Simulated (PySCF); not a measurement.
**Ionisation energy of Zn²⁺ by level of theory**

Zn²⁺ [Ar] 3d10 (1S) → Zn³⁺ [Ar] 3d9 (2D), as a difference of total energies. Computed with PySCF 2.14 in aug-cc-pwCVTZ-DK (10s9p7d4f3g, 127 functions), with scalar relativity by spin-free X2C-1e. Correlated levels: valence: [Ar] frozen; valence and next inner shell: [Ne] frozen; nothing frozen. The calculations carry no spin-orbit coupling.

```
                                method  ionisation energy (eV)  plus first-order spin-orbit estimate  error of that sum (eV)
                                   UHF                  36.951                                36.800                  -2.923
                                   LDA                  40.770                                40.618                  +0.895
                                   PBE                  40.117                                39.965                  +0.242
                                  PBE0                  39.625                                39.473                  -0.250
                                r2SCAN                  39.644                                39.492                  -0.231
                                B2PLYP                  39.734                                39.583                  -0.140
                               r2SCANh                  39.513                                39.361                  -0.362
                                revPBE                  39.961                                39.810                  +0.087
                         MP2 (valence)                  40.061                                39.910                  +0.187
                     SCS-MP2 (valence)                  39.699                                39.548                  -0.175
    MP2 (valence and next inner shell)                  40.581                                40.430                  +0.707
SCS-MP2 (valence and next inner shell)                  40.109                                39.957                  +0.234
                   MP2 (all electrons)                  40.604                                40.452                  +0.729
               SCS-MP2 (all electrons)                  40.120                                39.969                  +0.246
```

Reference: 39.723 eV (measured; NIST Atomic Spectra Database, ionization energies).

A first-order spin-orbit estimate (lowest level to lowest level, LS coupling) adds -0.151 eV.

Errors of the correlated levels include the incompleteness of this basis and the frozen core.
